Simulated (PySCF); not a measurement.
Si(Cl)2(GeH3)(OH) (Cl₂GeH₄OSi), SMILES O[Si](Cl)(Cl)[GeH3]. Geometry: PBE-D3(BJ)/def2-SVP. This is a generated structure with no PubChem entry under its InChIKey; it may be hypothetical. Other conformers were not sampled.

Q: Give the equilibrium geometry at PBE-D3(BJ)/def2-SVP (PySCF confirms it by a frequency run) as Cartesian coordinates in Å, and its point group. (An estimate is asked for; the answer gives what the named calculation found.)

A: Several could match; the one computed here: point group Cs.
```xyz
9

O      0.7601    -1.9734     0.0000
Si     0.5359    -0.3233     0.0000
Cl     1.4431     0.5317    -1.6727
Cl     1.4431     0.5317     1.6727
Ge    -1.7951     0.1199     0.0000
H      1.6848    -2.2837     0.0000
H     -2.4470    -0.4859     1.2670
H     -1.9979     1.6543     0.0000
H     -2.4470    -0.4859    -1.2670
```
